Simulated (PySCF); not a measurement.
Computed IR spectrum (relative IR intensity) of a molecule C₃H₂F₄. Geometry optimised at B3LYP-D3(BJ)/def2-SVP. The values are those of a single conformer. The numbers are results of B3LYP-D3(BJ)/def2-SVP (PySCF), not measurements. Harmonic, unscaled wavenumbers; measured fundamentals usually lie a few per cent lower.

Lines under 2 % of the strongest are left out, and lines within 2 cm⁻¹ are merged.

| ν (cm⁻¹) | relative intensity |
|---|---|
| 579 | 2.7 |
| 620 | 6.9 |
| 917 | 15 |
| 958 | 6.9 |
| 1181 | 62 |
| 1211 | 100 |
| 1241 | 96 |
| 1385 | 9.8 |
| 1415 | 55 |
| 1770 | 16 |

### Question
Which molecule gave these data?
A. F/C=C/C(F)(F)F
B. C=C(F)C(F)(F)F
C. F/C=C(/F)C(F)F
D. FC(F)=CC(F)F

### Answer
B, C=C(F)C(F)(F)F
